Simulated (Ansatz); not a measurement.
Cost and result for the atomization energy of CH$_{5}$NSSi, SMILES `N=C([SiH3])S` (9 atoms, 8 bonds).

Cartesian coordinates in Å:
```
N -1.3978 0.4996 -1.0964
C -0.6723 -0.0789 -0.2347
Si 1.1058 0.5272 0.0069
S -1.2592 -1.3983 0.8029
H -2.3487 0.1270 -1.1492
H 1.1849 1.2291 1.3139
H 1.4735 1.4295 -1.1059
H 2.0057 -0.6556 0.0580
H -0.0919 -1.6795 1.4045
```

Charge 0, multiplicity 1. The geometry is a stationary point of PBE0-D4/def2-TZVP. It is one conformer, not always the lowest. Program: Ansatz. All runs use 2 threads of an AMD EPYC 7B13 on a shared host. Times are those of one run each, without the atoms' runs, and a repeat can differ threefold. Electronic energies, without spin–orbit coupling; frozen cores. CCSD(T)/CBS adds CCSD(T) − MP2 in def2-TZVPP to the MP2 limit, and its time is that of the two runs behind it. T1 = 0.014. HSE06 is the plane-wave form, built on full-range PBE exchange.

CCSD(T)/CBS is a level of theory with its own doubt, some kJ/mol a heavy atom from the limit and from the frozen cores, so smaller differences don't rank the functionals.

```csv
level,functions,wall time
BLYP-D4/def2-TZVPP,216,2.1 s
BHLYP-D4/def2-TZVPP,216,3.1 s
PBE0-D4/def2-TZVPP,216,3.2 s
CCSD(T)/def2-SVP,89,3.3 s
HSE06-D4/def2-TZVPP,216,3.5 s
CAM-B3LYP-D4/def2-TZVPP,216,3.9 s
B2PLYP/def2-TZVPP,216,6 s
ωB97X-V/def2-TZVPP,216,7.5 s
B97M-V/def2-TZVPP,216,9 s
ωB97M-V/def2-TZVPP (with forces),216,11 s
MP2/def2-QZVPP,404,20 s
CCSD(T)/def2-TZVPP,216,66 s
CCSD(T)/CBS(def2),–,85 s
```

Q: What atomization energy does each give, and how far from CCSD(T)/CBS? (Best estimate.)

A: The calculation gave: 
```
                           level  atomization (kJ/mol)  difference from CCSD(T)/CBS  per bond
              BLYP-D4/def2-TZVPP                3004.5                         24.2       3.0
             BHLYP-D4/def2-TZVPP                2887.6                        -92.7     -11.6
              PBE0-D4/def2-TZVPP                2980.7                          0.4       0.1
                CCSD(T)/def2-SVP                2762.4                       -217.9     -27.2
             HSE06-D4/def2-TZVPP                2983.4                          3.1       0.4
         CAM-B3LYP-D4/def2-TZVPP                2990.0                          9.7       1.2
               B2PLYP/def2-TZVPP                2945.3                        -35.0      -4.4
              ωB97X-V/def2-TZVPP                3003.6                         23.3       2.9
               B97M-V/def2-TZVPP                3000.6                         20.3       2.5
ωB97M-V/def2-TZVPP (with forces)                2998.6                         18.3       2.3
                  MP2/def2-QZVPP                2970.9                         -9.4      -1.2
              CCSD(T)/def2-TZVPP                2884.5                        -95.8     -12.0
               CCSD(T)/CBS(def2)                2980.3                          0.0       0.0
```

The D4 term adds +33.4 kJ/mol with B3LYP and +17.3 kJ/mol with PBE0; it sums over pairs of atoms, weighted by their polarisabilities, and B3LYP, whose exchange is more repulsive, gets the larger term. From PBE to PBE0 (25 % exact exchange), in def2-TZVPP and without D4, the atomization energy moves by −69.4 kJ/mol: exact exchange takes away binding that semilocal exchange gives to molecules. Leaving LDA and LC-ωPBE aside and taking each functional with its dispersion term where it has one, the values, not all of them listed here, spread over 165.8 kJ/mol, from BHLYP-D4 to PBE-D4. LDA lies +403.2 kJ/mol from PBE without D4, its usual overbinding.

B3LYP here is the variant with VWN-RPA as its local correlation; programs differ in this.
